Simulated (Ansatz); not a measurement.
The cluster Hg4S3 (the lowest singlet isomer of a short search), 7 atoms. Hardware: 4 threads of Arm Neoverse V2 on a shared host.

In the def2 sets Hg takes a core potential; there is no spin–orbit coupling. Correlated methods freeze 15 core orbitals; core or outer-core shells of Hg are correlated, in sets that lack core-valence functions.

(1) How many basis functions does each of these Ansatz runs have, and roughly what does it cost? PBE-D4/def2-TZVP, charge 0 singlet, energy and forces, from earlier orbitals; LDA (SPW92)/def2-TZVP, charge 0 singlet, energy, from earlier orbitals; PBE0-D4/def2-SVP, charge 0 singlet, energy, from earlier orbitals; PBE0-D4/def2-TZVP, charge 0 singlet, energy, from earlier orbitals; PBE-D4/def2-SVP, charge 0 singlet, energy, from earlier orbitals; r2SCAN-D4/def2-SVP, charge 0 singlet, relaxation, 30 steps; RPA@PBE/def2-TZVP, charge 0 singlet, energy, from earlier orbitals; r2SCAN0-D4/def2-TZVP, charge 0 singlet, energy, from earlier orbitals; HF/def2-TZVP, charge 0 singlet, energy, from earlier orbitals; MP2/def2-TZVP, charge 0 singlet, energy, from earlier orbitals; r2SCAN-D4/def2-TZVP, charge 0 singlet, energy, from earlier orbitals.

## Answers

(1) Other jobs shared the machine, so times can vary by a factor of up to 3. A dash marks memory too small to be measured apart from the calling script's.

```csv
run,functions,fitting or Cholesky vectors,wall time,peak host memory (GiB)
"PBE-D4/def2-SVP, charge 0 singlet, energy, from earlier orbitals",182,1867,3.1 s,–
"LDA (SPW92)/def2-TZVP, charge 0 singlet, energy, from earlier orbitals",283,2343,3.1 s,0.6
"PBE0-D4/def2-SVP, charge 0 singlet, energy, from earlier orbitals",182,1778,6 s,0.64
"PBE-D4/def2-TZVP, charge 0 singlet, energy and forces, from earlier orbitals",283,2343,7.5 s,0.61
"HF/def2-TZVP, charge 0 singlet, energy, from earlier orbitals",283,3130,9.5 s,1.9
"MP2/def2-TZVP, charge 0 singlet, energy, from earlier orbitals",283,2131,12 s,1.1
"PBE0-D4/def2-TZVP, charge 0 singlet, energy, from earlier orbitals",283,2589,13 s,1.4
"r2SCAN-D4/def2-TZVP, charge 0 singlet, energy, from earlier orbitals",283,2343,16 s,0.67
"RPA@PBE/def2-TZVP, charge 0 singlet, energy, from earlier orbitals",283,2131,19 s,1.1
"r2SCAN0-D4/def2-TZVP, charge 0 singlet, energy, from earlier orbitals",283,2589,21 s,1.5
"r2SCAN-D4/def2-SVP, charge 0 singlet, relaxation, 30 steps",182,1867,2.5 min,–
```
